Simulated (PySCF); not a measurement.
## Excitation energy of Co+ by level of theory

Co+ [Ar] 3d8 (3F) → Co+ [Ar] 3d7 4p1 (high-spin determinant), as a difference of total energies. All numbers are calculated (PySCF 2.14, no relativity, point nucleus, in aug-cc-pVDZ (7s6p4d2f, 59 functions)). Correlated levels: valence: [Ar] frozen. The calculations carry no spin-orbit coupling.

```tsv
method	excitation energy (eV)
UHF	3.672
LDA	6.144
PBE	5.865
PBE0	5.514
r2SCAN	5.576
B3LYP	5.695
B2PLYP	5.667
PBEsol	5.907
MP2 (valence)	5.790
SCS-MP2 (valence)	5.782
```

Task: How much does correlation contribute at MP2 (valence)?

Result: 5.790 − (3.672) = 2.118 eV, measured against UHF.

A first-order spin-orbit estimate (lowest level to lowest level, LS coupling) adds 0.010 eV.

The determinant of the upper state mixes LS terms, which raises its energy above the lowest term, most at the Hartree-Fock and MP2 levels.
